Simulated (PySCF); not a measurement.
Structure problem from calculated spectra and properties.

Formula: C4H8F3OS; charge +1.

* UV, strongest line: among the 6 lowest singlet transitions: S4 at 8.56 eV (145 nm, f = 0.078) [TDDFT PBE0/def2-SVPD]
* 1H NMR: chemical shifts (computed TMS as zero) by class: 4.63 (2 H), 3.89 (6 H) ppm [GIAO PBE0/pcSseg-1]
* UV, first state: lowest singlet excitation: 7.46 eV (166 nm, f = 0.000) [TDDFT PBE0/def2-SVPD]
* Rotational structure: rotational constants A, B, C: 2.360, 0.914, 0.887 GHz [GFN2-xTB]
* Triplet: lowest triplet excitation (Tamm–Dancoff): 6.96 eV [TDA PBE0/def2-SVPD]
* 13C NMR: chemical shifts (computed TMS as zero) by class: 127.4 (1 C), 69.0 (1 C), 48.8 (2 C) ppm [GIAO PBE0/pcSseg-1]
* Polarisability: 70.3 au [PBE0/def2-SVPD]
* NMR, other nuclei: isotropic shieldings of nuclei other than C and H, by class: 219 (1 O), 244 (3 F), 216 (1 S) ppm [GIAO PBE0/pcSseg-1]

Gas-phase values; electronic properties from PySCF, density fitting. Levels stand in brackets. The structure is a single GFN2-xTB conformer in the gas phase; no vibrational or solvent corrections. NMR classes are plain means over equivalent atoms (diastereotopic ones count apart unless rotation or inversion swaps them), as if these changed places fast.

Question: Propose a structure and show how it fits.

Answer: Numbering: `[CH3:1][S+:2]([CH3:3])(=[O:4])[CH2:5][C:6]([F:7])([F:8])[F:9]`. 4 carbons fall into 3 classes; from least to most shielded: CF3 carbon [C6] (127.4 ppm), sp3 carbon bound to sulfur [C5] (69.0 ppm), S-methyl carbon [C1/C3] (48.8 ppm, 2 C). Hydrogen classes from least to most shielded: 2 H on an sp3 carbon bound to sulfur, C5 (4.63 ppm), 6 H on 2 S-methyl carbons, C1/C3 (3.89 ppm, a mean of values up to 0.6 ppm apart in this geometry). The other shieldings belong to: 219 ppm, oxygen bonded to S [O4]; 244 ppm, fluorine of a CF3 group [F7/F8/F9]; 216 ppm, sulfur bonded to 3 C and O [S2]. The optimised geometry has point group Cs and is an asymmetric top. Structure: `C[S+](C)(=O)CC(F)(F)F`. Computed isomers that give other values at the same levels: `C[S+](C)COC(F)(F)F` (13C chemical shifts (computed TMS as zero) by class: 130.1 (1 C), 85.0 (1 C), 28.8 (2 C) ppm). The assignments are read from this structure; whether some other isomer fits the data as well wasn't checked.

The values belong to the conformer `[CH3:1][S+:2]([CH3:3])(=[O:4])[CH2:5][C:6]([F:7])([F:8])[F:9]`: C1–S2–C5–C6 59°, S2–C5–C6–F7 180°.
